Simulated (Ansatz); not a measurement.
`CC[SiH](N)[SiH3]` → `N[SiH3]` + `CC[SiH]` at 298.15 K and 1 bar (silylene formation by 1,1-elimination).

Computed with Ansatz on PBE0-D4/def2-TZVP structures; ΔE is electronic, products minus reactants. CCSD(T)/CBS is the MP2 limit (def2-TZVPP, def2-QZVPP) plus CCSD(T) − MP2 in def2-TZVPP, frozen cores. This one scheme is used for every species. One conformer a species, not always the lowest.

| species | CCSD(T)/CBS energy (Eh) | H − E (kJ/mol) | S (J/(mol·K)) |
| --- | --- | --- | --- |
| `CC[SiH](N)[SiH3]` | -715.61784 | 356.6 | 397.7 |
| `N[SiH3]` | -346.80422 | 145.7 | 264.3 |
| `CC[SiH]` | -368.72354 | 201.6 | 291.2 |

H − E and S are ideal-gas, rigid-rotor, harmonic terms from PBE0-D4/def2-TZVP, for one conformer and one mirror image of each species. 1 Eh = 2625.50 kJ/mol, R = 8.31446 J/(mol·K).

Q: By hand: ΔE, ΔH, ΔS and ΔG.

A: ΔE = (-346.80422) + (-368.72354) − (-715.61784) = 0.09008 Eh = 236.5 kJ/mol. Δ(H − E) = 145.7 + 201.6 − 356.6 = -9.3, so ΔH = 227.2 kJ/mol. ΔS = 264.3 + 291.2 − 397.7 = 157.8 J/(mol·K). ΔG = 227.2 − 298.15 × (157.8)/1000 = 180.2 kJ/mol.

Q: By hand: the equilibrium constant, and the temperature at which ΔG would vanish if ΔH and ΔS stayed fixed.

A: log₁₀ K = −ΔG/(RT ln 10) = -31.6. ΔG = 0 at ΔH/ΔS = 1440 K.

The number of gas molecules changes by +1, which sets the sign of ΔS. A doubt of 5 kJ/mol in ΔE shifts log₁₀ K by 0.9 here. Other conformers and mirror images would add mixing entropy, several J/(mol·K) or more a flexible species. These are equilibria of isolated gas molecules and say nothing of rates. Largest T1 diagnostic: 0.012 (customary marks: 0.02 for closed shells, 0.045 for open ones).
